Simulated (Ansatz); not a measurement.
Basis-set extrapolation for CH$_{4}$F$_{2}$OSi$_{2}$ (`O=C([SiH3])[SiH](F)F`) (PBE0-D4/def2-TZVP geometry, frozen core, Ansatz 0.2.0). Multiplicity 1, RHF reference.

```
                      def2-TZVPP   def2-QZVPP
                 HF  -892.072868  -892.106276
    MP2 correlation    -1.116074    -1.212299
CCSD(T) correlation    -1.190923      not run
```

Energies in hartree. Use E(X) = E(∞) + A·exp(−7.88·√X) for Hartree–Fock and E(X) = E(∞) + B·X^(−2.97) for correlation, with X = 3 and 4, and add CCSD(T) minus MP2 of the smaller set to the MP2 limit.

Problem. What is the CCSD(T) energy at the basis-set limit?

Solution. HF limit: -892.106276 + (-0.033408) × 0.13774 = -892.11088. MP2 limit: -1.212299 + (-0.096225) × 0.74074 = -1.28358. Higher-order term: -1.190923 − (-1.116074) = -0.07485. Total: -893.46931 hartree, 539.6 kJ/mol below CCSD(T)/def2-TZVPP.
